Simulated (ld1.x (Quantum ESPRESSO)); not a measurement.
## Building the PAW potential for Er (Z = 68) (PBEsol, fully relativistic).

ld1.x (Quantum ESPRESSO) 7.5 was run on this input:

```
&input
   title='Er', zed=68., rel=2, dft='PBESOL', iswitch=3,
   config='[Xe] 4f12 5d0 6s1 6p0', rel_dist='average',
   nld=7, rlderiv=3.80, eminld=-6.0, emaxld=5.0, deld=0.02
 /
 &inputp
   pseudotype=3, lpaw=.true., tm=.true., lloc=-1, rcloc=2.85,
   nlcc=.true., rcore=0.80,
   which_augfun='PSQ', rmatch_augfun_nc=.true.,
   file_pseudopw='Er.UPF', file_wfcaegen='ae.wfc', file_wfcncgen='nc.wfc', file_beta='beta', file_chi='chi', file_wfcusgen='us.wfc'
 /
8
5S  1  0   2.00   0.00  1.85  2.40  0.0
6S  2  0   1.00   0.00  1.85  2.40  0.0
5P  2  1   6.00   0.00  1.95  2.15  0.0
6P  3  1   0.00   0.00  1.95  2.15  0.0
5D  3  2   0.00   0.00  2.85  3.50  0.0
5D  3  2   0.00   1.15  2.85  3.50  0.0
4F  4  3  12.00   0.00  1.20  1.50  0.0
4F  4  3   0.00   0.10  1.20  1.50  0.0
 &test
   configts(1)='4f12 5s2 5p6 5d0 6s1 6p0'
 /
```

Command:

```bash
ld1.x < Er.in > Er.out
```

Resulting log (shortened: banner, matrices, multipoles, cross overlaps and the repeated all-electron block are left out):

```
Program LD1 v.7.5
     --------------------------- All-electron run ----------------------------

     Er
     dirac relativistic calculation

     atomic number is 68.00
     dft =PBESOL   lsd =0 sic =0 latt =0  beta=0.20 tr2=1.0E-14
     Exchange-correlation= PBESOL
                           (   1   4  10   8   0   0   0)
     mesh =1267 r(mesh) = 100.03222 a.u. xmin = -7.00 dx = 0.01250
     1 Ry =  13.60569312 eV, c = 137.03599908

     n l j   nl                  e(Ry)          e(Ha)          e(eV)
     Spin orbit split results
     1 0 0.5 1S 1( 2.00)     -4210.9499     -2105.4749    -57292.8915
     2 0 0.5 2S 1( 2.00)      -707.4390      -353.7195     -9625.1980
     2 1 0.5 2P 1( 2.00)      -673.8590      -336.9295     -9168.3194
     2 1 1.5 2P 1( 4.00)      -606.5062      -303.2531     -8251.9378
     3 0 0.5 3S 1( 2.00)      -158.8606       -79.4303     -2161.4080
     3 1 0.5 3P 1( 2.00)      -144.1301       -72.0650     -1960.9892
     3 1 1.5 3P 1( 4.00)      -129.9858       -64.9929     -1768.5472
     4 0 0.5 4S 1( 2.00)       -31.7023       -15.8511      -431.3311
     4 1 0.5 4P 1( 2.00)       -25.8191       -12.9096      -351.2868
     4 1 1.5 4P 1( 4.00)       -22.6312       -11.3156      -307.9125
     3 2 1.5 3D 1( 4.00)      -104.7906       -52.3953     -1425.7493
     3 2 2.5 3D 1( 6.00)      -101.6986       -50.8493     -1383.6794
     5 0 0.5 5S 1( 2.00)        -4.2975        -2.1487       -58.4703
     5 1 0.5 5P 1( 2.00)        -2.7122        -1.3561       -36.9009
     5 1 1.5 5P 1( 4.00)        -2.3166        -1.1583       -31.5190
     4 2 1.5 4D 1( 4.00)       -12.9507        -6.4754      -176.2039
     4 2 2.5 4D 1( 6.00)       -12.3716        -6.1858      -168.3238
     4 3 2.5 4F 1( 5.14)        -0.7624        -0.3812       -10.3723
     4 3 3.5 4F 1( 6.86)        -0.6826        -0.3413        -9.2876
     5 2 1.5 5D 1( 0.00)        -0.5037        -0.2519        -6.8535
     5 2 2.5 5D 1( 0.00)        -0.4831        -0.2415        -6.5727
     6 0 0.5 6S 1( 1.00)        -0.6648        -0.3324        -9.0457
     6 1 0.5 6P 1( 0.00)        -0.4221        -0.2111        -5.7430
     6 1 1.5 6P 1( 0.00)        -0.3908        -0.1954        -5.3167
     Averaged results
     1 0     1S 1( 2.00)     -4210.9499     -2105.4749    -57292.8915
     2 0     2S 1( 2.00)      -707.4390      -353.7195     -9625.1980
     2 1     2P 1( 6.00)      -628.9572      -314.4786     -8557.3983
     3 0     3S 1( 2.00)      -158.8606       -79.4303     -2161.4080
     3 1     3P 1( 6.00)      -134.7006       -67.3503     -1832.6946
     4 0     4S 1( 2.00)       -31.7023       -15.8511      -431.3311
     4 1     4P 1( 6.00)       -23.6938       -11.8469      -322.3706
     3 2     3D 1(10.00)      -102.9354       -51.4677     -1400.5074
     5 0     5S 1( 2.00)        -4.2975        -2.1487       -58.4703
     5 1     5P 1( 6.00)        -2.4485        -1.2242       -33.3130
     4 2     4D 1(10.00)       -12.6032        -6.3016      -171.4758
     4 3     4F 1(12.00)        -0.7168        -0.3584        -9.7525
     5 2     5D 1( 0.00)        -0.4913        -0.2457        -6.6850
     6 0     6S 1( 1.00)        -0.6648        -0.3324        -9.0457
     6 1     6P 1( 0.00)        -0.4012        -0.2006        -5.4588

     final scf error:  3.5E-15 reached in  35 iterations

     Etot =  -26190.571259 Ry,  -13095.285630 Ha, -356340.875269 eV

     Ekin =   28911.495866 Ry,   14455.747933 Ha,  393360.940474 eV
     Encl =  -64786.934391 Ry,  -32393.467195 Ha, -881471.147700 eV
     Eh   =   10234.654955 Ry,    5117.327478 Ha,  139249.574542 eV
     Exc  =    -549.787689 Ry,    -274.893845 Ha,   -7480.242585 eV

     normalization and overlap integrals

     s(1S/1S) =  1.000000  <r> =   0.0204  <r2> =    0.0006  r(max) =   0.0128
     s(2S/2S) =  1.000000  <r> =   0.0859  <r2> =    0.0088  r(max) =   0.0738
     s(2P/2P) =  1.000000  <r> =   0.0715  <r2> =    0.0063  r(max) =   0.0553
     s(2P/2P) =  1.000000  <r> =   0.0788  <r2> =    0.0076  r(max) =   0.0611
     s(3S/3S) =  1.000000  <r> =   0.2250  <r2> =    0.0580  r(max) =   0.2081
     s(3P/3P) =  1.000000  <r> =   0.2147  <r2> =    0.0536  r(max) =   0.1955
     s(3P/3P) =  1.000000  <r> =   0.2284  <r2> =    0.0605  r(max) =   0.2081
     s(4S/4S) =  1.000000  <r> =   0.5082  <r2> =    0.2918  r(max) =   0.4750
     s(4P/4P) =  1.000000  <r> =   0.5172  <r2> =    0.3048  r(max) =   0.4750
     s(4P/4P) =  1.000000  <r> =   0.5488  <r2> =    0.3430  r(max) =   0.5056
     s(3D/3D) =  1.000000  <r> =   0.2013  <r2> =    0.0476  r(max) =   0.1641
     s(3D/3D) =  1.000000  <r> =   0.2055  <r2> =    0.0495  r(max) =   0.1683
     s(5S/5S) =  1.000000  <r> =   1.2537  <r2> =    1.7722  r(max) =   1.1113
     s(5P/5P) =  1.000000  <r> =   1.4165  <r2> =    2.2872  r(max) =   1.2129
     s(5P/5P) =  1.000000  <r> =   1.5285  <r2> =    2.6664  r(max) =   1.3073
     s(4D/4D) =  1.000000  <r> =   0.5775  <r2> =    0.3876  r(max) =   0.5056
     s(4D/4D) =  1.000000  <r> =   0.5888  <r2> =    0.4028  r(max) =   0.5184
     s(4F/4F) =  1.000000  <r> =   0.8156  <r2> =    0.9163  r(max) =   0.5056
     s(4F/4F) =  1.000000  <r> =   0.8370  <r2> =    0.9766  r(max) =   0.5120
     s(5D/5D) =  1.000000  <r> =   2.7304  <r2> =    9.0805  r(max) =   1.9503
     s(5D/5D) =  1.000000  <r> =   2.8250  <r2> =    9.7139  r(max) =   1.9997
     s(6S/6S) =  1.000000  <r> =   3.6185  <r2> =   14.7556  r(max) =   3.1361
     s(6P/6P) =  1.000000  <r> =   4.5392  <r2> =   23.2754  r(max) =   3.9275
     s(6P/6P) =  1.000000  <r> =   4.8157  <r2> =   26.1523  r(max) =   4.1808

     ------------------------ End of All-electron run ------------------------

     --------------------- Generating PAW atomic setup --------------------

      Generating local potential from pseudized AE potential:
      Matching radius rcloc =   2.8500

      Local pseudo, rcloc= 2.873 Estimated cut-off energy=     2.83 Ry

      Computing core charge for nlcc:

       r > 0.80 : true rho core
       r < 0.80 : rho core = a sin(br)/r    a=  37.54  b=   3.33

      Integrated core pseudo-charge :  11.78

     Fully relativistic calculation: |psi|^2

     Wfc 5S LC norm =  0.99969837 SC norm =  0.00030163 missing  0.00000000
     Speed at rcutus      0.349 a.u.,  v/c =  0.002549,  (v/c)^2 = -0.00000650

     Wfc 6S LC norm =  0.99996371 SC norm =  0.00003495 missing  0.00000134
     Speed at rcutus      0.525 a.u.,  v/c =  0.003831,  (v/c)^2 =  0.00001468

     Wfc 5P LC norm =  0.99976516 SC norm =  0.00023483 missing  0.00000000
     Speed at rcutus      0.331 a.u.,  v/c =  0.002413,  (v/c)^2 = -0.00000582

     Wfc 5P LC norm =  0.99979768 SC norm =  0.00020230 missing  0.00000002
     Speed at rcutus      0.158 a.u.,  v/c =  0.001150,  (v/c)^2 = -0.00000132

     Wfc 6P LC norm =  0.99997712 SC norm =  0.00002271 missing  0.00000016
     Speed at rcutus      0.244 a.u.,  v/c =  0.001781,  (v/c)^2 =  0.00000317

     Wfc 6P LC norm =  0.99997916 SC norm =  0.00001825 missing  0.00000259
     Speed at rcutus      0.147 a.u.,  v/c =  0.001075,  (v/c)^2 =  0.00000116

     Wfc 5D LC norm =  0.99993616 SC norm =  0.00006382 missing  0.00000002
     Speed at rcutus      0.299 a.u.,  v/c =  0.002182,  (v/c)^2 =  0.00000476

     Wfc 5D LC norm =  0.99994072 SC norm =  0.00005764 missing  0.00000164
     Speed at rcutus      0.313 a.u.,  v/c =  0.002287,  (v/c)^2 =  0.00000523

     Wfc 4F LC norm =  0.99936136 SC norm =  0.00063864 missing  0.00000000
     Speed at rcutus      0.836 a.u.,  v/c =  0.006098,  (v/c)^2 =  0.00003719

     Wfc 4F LC norm =  0.99937931 SC norm =  0.00062066 missing  0.00000003
     Speed at rcutus      0.866 a.u.,  v/c =  0.006318,  (v/c)^2 =  0.00003991
      Wfc-us  5S rcutus= 2.412  Estimated cut-off energy=     9.88 Ry
      Wfc-us  6S rcutus= 2.412  Estimated cut-off energy=    20.21 Ry
      Wfc-us  5P rcutus= 2.129  Estimated cut-off energy=    18.64 Ry
      Wfc-us  5P rcutus= 2.129  Estimated cut-off energy=    18.36 Ry
      Wfc-us  6P rcutus= 2.129  Estimated cut-off energy=    34.04 Ry
      Wfc-us  6P rcutus= 2.129  Estimated cut-off energy=    32.11 Ry
      Wfc-us  5D rcutus= 3.510  Estimated cut-off energy=     9.42 Ry
      Wfc-us  5D rcutus= 3.510  Estimated cut-off energy=     9.39 Ry
      Wfc-us  5D rcutus= 3.510  Estimated cut-off energy=     8.90 Ry
      Wfc-us  5D rcutus= 3.510  Estimated cut-off energy=     8.81 Ry
      Wfc-us  4F rcutus= 1.500  Estimated cut-off energy=    71.04 Ry
      Wfc-us  4F rcutus= 1.500  Estimated cut-off energy=    70.93 Ry
      Wfc-us  4F rcutus= 1.500  Estimated cut-off energy=   110.35 Ry
      Wfc-us  4F rcutus= 1.500  Estimated cut-off energy=   105.62 Ry

     Required augmentation: PSQ   radius:    3.500000

     Q pseudized with Bessel functions
     Expected ecutrho=     411.1542 due to l1=  3   l2=  3

     Estimated PAW energy = -880.494301 Ryd

     ------------------- End of pseudopotential generation -------------------

     Computing logarithmic derivative in   3.80670
     Computing logarithmic derivative in   3.80670
     Computing the partial wave expansion
     R is outside the sphere for l=    0 j= 0.50
     R is outside the sphere for l=    0 j= 0.50
     R is outside the sphere for l=    1 j= 0.50
     R is outside the sphere for l=    1 j= 0.50
     R is outside the sphere for l=    1 j= 1.50
     R is outside the sphere for l=    1 j= 1.50
     R is outside the sphere for l=    2 j= 1.50
     R is outside the sphere for l=    2 j= 1.50
     R is outside the sphere for l=    2 j= 2.50
     R is outside the sphere for l=    2 j= 2.50
     R is outside the sphere for l=    3 j= 2.50
     R is outside the sphere for l=    3 j= 2.50
     R is outside the sphere for l=    3 j= 3.50
     R is outside the sphere for l=    3 j= 3.50

     ---------------------- Testing the pseudopotential ----------------------

     Er
     dirac relativistic calculation

     atomic number is 68.00   valence charge is 22.00
     dft = SLA  PW   PSX  PSC   lsd =0 sic =0 latt =0  beta=0.20 tr2=1.0E-14
     mesh =1267 r(mesh) = 100.03222 xmin = -7.00 dx = 0.01250

     n l  j  nl             e AE (Ry)       e PS (Ry)    De AE-PS (Ry)
     4 3 2.5 4F   1( 5.14)       -0.76235       -0.76235        0.00000
     4 3 3.5 4F   1( 6.86)       -0.68263       -0.68263        0.00000
     1 0 0.5 5S   1( 2.00)       -4.29749       -4.29749       -0.00000
     2 1 0.5 5P   1( 2.00)       -2.71216       -2.71216       -0.00000
     2 1 1.5 5P   1( 4.00)       -2.31661       -2.31661       -0.00000
     3 2 1.5 5D   1( 0.00)       -0.50372       -0.50372       -0.00000
     3 2 2.5 5D   1( 0.00)       -0.48308       -0.48308        0.00000
     2 0 0.5 6S   1( 1.00)       -0.66485       -0.66485        0.00000
     3 1 0.5 6P   1( 0.00)       -0.42210       -0.42210       -0.00000
     3 1 1.5 6P   1( 0.00)       -0.39077       -0.39077       -0.00000

     eps = 1.6E-15  iter =  4

     Etot =  -26190.571259 Ry,  -13095.285630 Ha, -356340.875269 eV
     Etotps =  -880.494300 Ry,    -440.247150 Ha,  -11979.735236 eV

     Ekin =     720.888849 Ry,     360.444425 Ha,    9808.192461 eV
     Encl =   -1414.558408 Ry,    -707.279204 Ha,  -19246.047601 eV
     Ehrt =     362.962949 Ry,     181.481475 Ha,    4938.362504 eV
     Ecxc =    -549.787691 Ry,    -274.893845 Ha,   -7480.242600 eV
     (Ecc =     -29.396632 Ry,     -14.698316 Ha,    -399.961558 eV)

     ---------------------- End of pseudopotential test ----------------------
```

Generation and configuration tests took about 3.2 s on one core of a shared server CPU.
